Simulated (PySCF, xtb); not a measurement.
H₂OSe₂, SMILES [Se]([SeH])O. Atoms are numbered in the order given.

```xyz
5

Se     0.9643    -0.2017     0.2389
O      0.6075    -1.9599     0.5593
H      0.6424    -2.4031    -0.3069
Se    -1.0791     0.7048    -0.3900
H     -1.5970     0.9770     0.9697
```

Geometry: TPSSh-D3(BJ)/def2-SVP. The values are those of a single conformer.

The numbers are results of C-PCM-ωB97X/def2-SVP run with PySCF 2.14.0, not measurements.

The values are the electrostatic part of the solvation free energy, E(continuum) − E(gas) at the gas-phase geometry, in a cavity of scaled van der Waals radii (PySCF's table); cavitation and dispersion terms are not included. In vacuum the orbital gap is 10.05 eV. The dipole moment in vacuum is 0.90 D.

| solvent | ε | ΔG(elec) (kcal/mol) | dipole (D) | gap (eV) |
|---|---|---|---|---|
| water | 78.36 | -5.3 | 1.06 | 10.10 |
| 2-propanol | 19.26 | -5.0 | 1.06 | 10.10 |
| 1-octanol | 9.86 | -4.8 | 1.04 | 10.10 |

For comparison, GFN2-xTB/ALPB(water) (xtb, at the GFN2-xTB geometry, all terms of that model) gives -4.3 kcal/mol.
